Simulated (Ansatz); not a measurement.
Species: MoH5 (charge 0, doublet). SMILES: [MoH5]

Atoms: Mo1, H2, H3, H4, H5, H6. Bonds: Mo1-H2, Mo1-H3, Mo1-H4, Mo1-H5, Mo1-H6.

Bond lengths (Å) and angles (degrees) optimised at HF/STO-3G with Ansatz (a quantum-chemistry and plane-wave program); HF/3-21G with Ansatz; HF/6-31G* with LANL2DZ past Ar with Ansatz; B3LYP/LANL2DZ with Ansatz; B3LYP/6-31G* with LANL2DZ past Ar with Ansatz; MP2/6-31G* with LANL2DZ past Ar with Ansatz, each started from the B3LYP-D3(BJ)/def2-TZVP structure (Ansatz) of the last column. A row stands for all coordinates that are equal there; 8 of 9 kinds are shown. 6-31G* holds six Cartesian d functions. No wavenumbers were computed at HF/STO-3G, B3LYP/LANL2DZ, MP2/6-31G* with LANL2DZ past Ar, so these may be saddle points.

```json
[
 {"coordinate": "Mo1-H2", "HF/STO-3G": "1.673", "HF/3-21G": "1.741", "HF/6-31G* with LANL2DZ past Ar": "1.723", "B3LYP/LANL2DZ": "1.701", "B3LYP/6-31G* with LANL2DZ past Ar": "1.701", "MP2/6-31G* with LANL2DZ past Ar": "1.713", "B3LYP-D3(BJ)/def2-TZVP": "1.707"},
 {"coordinate": "Mo1-H3", "HF/STO-3G": "1.619", "HF/3-21G": "1.688", "HF/6-31G* with LANL2DZ past Ar": "1.668", "B3LYP/LANL2DZ": "1.658", "B3LYP/6-31G* with LANL2DZ past Ar": "1.658", "MP2/6-31G* with LANL2DZ past Ar": "1.648", "B3LYP-D3(BJ)/def2-TZVP": "1.654"},
 {"coordinate": "Mo1-H4", "HF/STO-3G": "1.619", "HF/3-21G": "1.713", "HF/6-31G* with LANL2DZ past Ar": "1.695", "B3LYP/LANL2DZ": "1.680", "B3LYP/6-31G* with LANL2DZ past Ar": "1.680", "MP2/6-31G* with LANL2DZ past Ar": "1.684", "B3LYP-D3(BJ)/def2-TZVP": "1.682"},
 {"coordinate": "H2-Mo1-H3", "HF/STO-3G": "118.0", "HF/3-21G": "111.4", "HF/6-31G* with LANL2DZ past Ar": "111.8", "B3LYP/LANL2DZ": "112.9", "B3LYP/6-31G* with LANL2DZ past Ar": "112.8", "MP2/6-31G* with LANL2DZ past Ar": "109.2", "B3LYP-D3(BJ)/def2-TZVP": "114.2"},
 {"coordinate": "H2-Mo1-H4", "HF/STO-3G": "118.0", "HF/3-21G": "116.9", "HF/6-31G* with LANL2DZ past Ar": "116.4", "B3LYP/LANL2DZ": "117.0", "B3LYP/6-31G* with LANL2DZ past Ar": "117.1", "MP2/6-31G* with LANL2DZ past Ar": "117.4", "B3LYP-D3(BJ)/def2-TZVP": "116.3"},
 {"coordinate": "H3-Mo1-H4", "HF/STO-3G": "77.2", "HF/3-21G": "72.0", "HF/6-31G* with LANL2DZ past Ar": "71.7", "B3LYP/LANL2DZ": "69.2", "B3LYP/6-31G* with LANL2DZ past Ar": "69.1", "MP2/6-31G* with LANL2DZ past Ar": "68.0", "B3LYP-D3(BJ)/def2-TZVP": "70.0"},
 {"coordinate": "H3-Mo1-H5", "HF/STO-3G": "77.2", "HF/3-21G": "55.7", "HF/6-31G* with LANL2DZ past Ar": "56.4", "B3LYP/LANL2DZ": "59.2", "B3LYP/6-31G* with LANL2DZ past Ar": "59.4", "MP2/6-31G* with LANL2DZ past Ar": "56.8", "B3LYP-D3(BJ)/def2-TZVP": "58.4"},
 {"coordinate": "H3-Mo1-H6", "HF/STO-3G": "123.9", "HF/3-21G": "118.2", "HF/6-31G* with LANL2DZ past Ar": "118.7", "B3LYP/LANL2DZ": "118.2", "B3LYP/6-31G* with LANL2DZ past Ar": "118.3", "MP2/6-31G* with LANL2DZ past Ar": "116.2", "B3LYP-D3(BJ)/def2-TZVP": "118.3"}
]
```

Mean signed difference of all 5 bond lengths from B3LYP-D3(BJ)/def2-TZVP: HF/STO-3G -0.046 Å, HF/3-21G 0.033 Å, HF/6-31G* with LANL2DZ past Ar 0.014 Å, B3LYP/LANL2DZ -0.001 Å, B3LYP/6-31G* with LANL2DZ past Ar -0.001 Å, MP2/6-31G* with LANL2DZ past Ar 0.000 Å.
